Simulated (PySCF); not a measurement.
Work out the structure from these simulated measurements.

Formula: CH10O2Si3.

* Polarisability: 95.4 au [CAM-B3LYP/def2-SVPD]
* Valence photoelectron: vertical ionisation energy: 10.41 eV [ΔSCF CAM-B3LYP/def2-SVPD]
* Triplet: lowest triplet excitation (Tamm–Dancoff): 7.06 eV [TDA CAM-B3LYP/def2-SVPD]
* UV, first state: lowest singlet excitation: 7.37 eV (168 nm, f = 0.004) [TDDFT CAM-B3LYP/def2-SVPD]
* 13C NMR: chemical shifts (computed TMS as zero) by class: 0.0 (1 C) ppm [GIAO HF/pcSseg-1]
* UV, strongest line: among the 10 lowest singlet transitions: S7 at 8.33 eV (149 nm, f = 0.100) [TDDFT CAM-B3LYP/def2-SVPD]
* Dipole: 1.08 D [CAM-B3LYP/def2-SVPD]
* Rotational structure: rotational constants A, B, C: 2.609, 0.989, 0.792 GHz [PBE0-D3(BJ)/def2-SVP]

Gas-phase values; electronic properties from PySCF, density fitting. Levels stand in brackets. Geometry: PBE0-D3(BJ)/def2-SVP, one conformer, isolated molecule. NMR values are class means; diastereotopic atoms form classes of their own.

Task: Propose a structure and show how it fits.

Result: Numbering: `[CH3:1][SiH2:2][O:3][SiH2:4][O:5][SiH3:6]`. Its formula, CH10O2Si3, gives 0 degrees of unsaturation, so no ring and no π bond. The one carbon: Si-methyl carbon [C1] (0.0 ppm). The first electron is taken from the HOMO, whose largest Löwdin shares are 0.19 on a siloxane oxygen, 0.16 on an oxygen-bound silicon, 0.13 on a siloxane oxygen and 0.12 on an Si–H hydrogen. The optimised geometry has point group C1 and is an asymmetric top. Structure: `C[SiH2]O[SiH2]O[SiH3]`. Computed isomers that give other values at the same levels: `O[Si@H](C[SiH3])O[SiH3]` (rotational constant A: 1.957 GHz; this holds for the one conformer computed); `C[Si@H]([SiH3])O[SiH2]O` (rotational constant A: 2.342 GHz; this holds for the one conformer computed); `CO[Si@@H]([SiH3])O[SiH3]` (rotational constant A: 1.701 GHz; this holds for the one conformer computed). The assignments are read from this structure; whether some other isomer fits the data as well wasn't checked.

Shape of the structure used: `[CH3:1][SiH2:2][O:3][SiH2:4][O:5][SiH3:6]`: C1–Si2–O3–Si4 -116°, Si2–O3–Si4–O5 5°, O3–Si4–O5–Si6 1°.
